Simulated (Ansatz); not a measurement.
```yaml
crystal:
  periodic: [false, false, false]
  atoms:
    - {symbol: P, position_ang: [-1.628480, 1.059160, 0.516668]}
    - {symbol: Si, position_ang: [-0.200850, -0.531681, 0.301284]}
    - {symbol: C, position_ang: [1.491383, -0.145436, -0.029628]}
    - {symbol: S, position_ang: [0.723539, -0.956650, -1.427926]}
    - {symbol: H, position_ang: [-2.622520, 0.353533, -0.095849]}
    - {symbol: H, position_ang: [-1.222435, 1.660505, -0.636923]}
    - {symbol: H, position_ang: [-0.478595, -1.613234, 1.182156]}
    - {symbol: H, position_ang: [1.770161, 0.838788, -0.231462]}
    - {symbol: H, position_ang: [2.252566, -0.709434, 0.405073]}
basis:
  gaussian: {orbitals: def2-TZVPP}
hamiltonian: {xc: {name: BLYP}, dispersion: d3bjatm}
output: {forces: true}
```

```sh
$ ansatz run in.yaml --threads 2 --pin off --events-out ev --progress --plain --max-ram 4352MiB
```

Shortened log:

```
Functional definition: BLYP
1334 factors; their error is unknown
mean field evaluation 1: about -29108.1421 eV, gradient 7.2e1 eV
mean field evaluation 2: about -29075.2895 eV, gradient 1.2e2 eV
mean field evaluation 4: about -29120.0088 eV, gradient 9.3e0 eV
mean field evaluation 8: about -29120.2303 eV, gradient 2.7e-1 eV
mean field evaluation 16: about -29120.1939 eV, gradient 4.6e-4 eV
mean field -29120.19389066 eV, -1070.1473871055 hartree, gradient 2.3e-5 eV, S^2 0.000000; 0 other end points of the search recorded, 0 dependent functions left out
reference -29120.19424872 eV, -1070.1474002640 hartree; 28, 28 occupied and 199, 199 virtual orbitals, 1334 factors
Total energy: -29120.79302808 eV, -1070.1694049993 hartree
Atom 0 at    -1.628480     1.059160     0.516668 Å, force    -0.451346     1.231414     1.947732 eV/Å
Atom 1 at    -0.200850    -0.531681     0.301284 Å, force    -1.506365    -0.284459     1.195923 eV/Å
Atom 2 at     1.491383    -0.145436    -0.029628 Å, force     0.816403     0.436780     0.499399 eV/Å
Atom 3 at     0.723539    -0.956650    -1.427926 Å, force     0.145231    -1.311571    -3.239384 eV/Å
Atom 4 at    -2.622520     0.353533    -0.095849 Å, force    -1.118123    -0.702936    -0.601867 eV/Å
Atom 5 at    -1.222435     1.660505    -0.636923 Å, force     0.417056     0.714957    -1.192133 eV/Å
Atom 6 at    -0.478595    -1.613234     1.182156 Å, force    -0.244301    -0.932324     0.809466 eV/Å
Atom 7 at     1.770161     0.838788    -0.231462 Å, force     0.562115     1.722464    -0.242700 eV/Å
Atom 8 at     2.252566    -0.709434     0.405073 Å, force     1.379331    -0.874323     0.823564 eV/Å
Dipole moment:    -0.039120     0.112460     0.161068 e Å
```

It took 4.5 s on 2 threads of an Arm Neoverse V1 on a shared host, with 0.42 GiB of host memory at the peak.
